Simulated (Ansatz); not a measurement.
Consider the atomization: `O[Si@@]1(Br)O[C@H]1F` → Br• + C• + F• + 2 H• + 2 O• + Si•.

Calculated with Ansatz (gas phase, PBE0-D4/def2-TZVP geometries, no zero-point term in ΔE). CBS: MP2 limit from def2 TZ/QZ plus the TZ coupled-cluster correction, frozen cores. This one scheme is used for every species, atoms too. For atomizations the MP2-based limit and the directly extrapolated one differ by several kJ/mol either way, and by 10 to 25 for some Ge, Se and Sn compounds, so smaller differences from it don't rank the levels. Functionals use def2-TZVPP. Open shells (•) are unrestricted, without spin–orbit coupling. Spin–orbit coupling would lower the free atoms: a little for C, F, O, Si; clearly for Br. Bonds to Br are less sure, by a few kJ/mol each and by 10 to 20 or more in all where they break to atoms, as the def2 sets lack core-valence functions. Scalar relativity is left out up to krypton. One conformer a species, not always the lowest.

(1) What is ΔE at CCSD(T)/CBS? (Estimate.)

(2) What do these levels give: LDA (SPW92), BLYP-D4, r2SCANh-D4, PBE-QIDH, BLYP, PBE0, CAM-B3LYP, MP2/def2-SVP, CCSD(T)/def2-SVP, HF/def2-QZVPP, SCS-MP2/def2-QZVPP, CCSD/CBS(def2)? (Best estimate.)

Largest T1 diagnostic among the species: 0.012.

Results:

(1) The calculation gave: +32.40 eV.

(2) Ansatz gave: LDA (SPW92) 38.52, BLYP-D4 32.25, r2SCANh-D4 32.11, PBE-QIDH 31.95, BLYP 31.77, PBE0 32.02, CAM-B3LYP 32.01, MP2/def2-SVP 30.67, CCSD(T)/def2-SVP 29.36, HF/def2-QZVPP 21.45, SCS-MP2/def2-QZVPP 32.69, CCSD/CBS(def2) 31.63 eV.

Leaving LDA and LC-ωPBE aside and taking each functional with its dispersion term where it has one, the values, not all of them listed here, spread over 3.11 eV, from BHLYP-D4 to PBE-D4. LDA lies +5.33 eV from PBE without D4, its usual overbinding. At CCSD(T), def2-SVP lies −3.04 eV from the extrapolated value and def2-TZVPP −1.21 eV: correlation converges slowly with the basis, and small sets miss more of it in the bonded molecule than in its fragments. In def2-TZVPP, CCSD(T) changes the Hartree–Fock value by +9.82 eV (the triples alone add +0.77 eV) and MP2 by +11.32 eV; breaking electron pairs costs correlation energy, which Hartree–Fock lacks.
